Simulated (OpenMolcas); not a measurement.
V3+ (d2) among equal point charges was computed by CASSCF with the d shell active (OpenMolcas, ANO-RCC-VTZP on the metal). Its lowest spin-free states, and all those of the highest spin:

| 2S+1 | Degeneracy | E (cm-1) |
| --- | --- | --- |
| 3 | 3 | 0.0 |
| 3 | 3 | 2157 |
| 3 | 1 | 4804 |
| 1 | 3 | 14297 |
| 1 | 2 | 15076 |
| 3 | 3 | 17960 |
| 1 | 3 | 21879 |
| 1 | 3 | 23169 |
| 1 | 1 | 23437 |
| 1 | 2 | 23799 |
| 1 | 1 | 53545 |

Q: Is the site octahedral, tetrahedral or cube-like, axial, or of lower symmetry?

A: The states with 2S+1 = 3 have orbital degeneracies 3, 3, 1, 3. Threefold states need a cubic site. For d2 at this spin an octahedron puts the threefold T1 below the threefold T2 and a tetrahedron or cube puts the single A2 below the threefold T2, so the site is octahedral. The run had V3+ among 6 point charges of -1.3 e arranged as an octahedron (Oh), 2.14 Å from the ion.

An orbital triplet at a regular site is open to Jahn-Teller coupling, which can distort the site and quench the lowest spin-orbit gaps and is left out. Without dynamic correlation the repulsion within the d shell is too large (B by tens of per cent), so at a given field states of lower spin stand too high. This field is weak: 10Dq is about 2656 cm-1, while octahedral complexes of 3d ions of charge 3 and more, computed by the same method with explicit ligands, had a median near 15000 cm-1. Ground spin and moment need not be those of a real site. The ground term spreads over less than 5000 cm-1, several times less than with real ligands, so orbital moments are less quenched and χT lies further from the spin-only value than at real sites. This is an electrostatic model: the charges have no orbitals. No measured value stands beside these numbers.
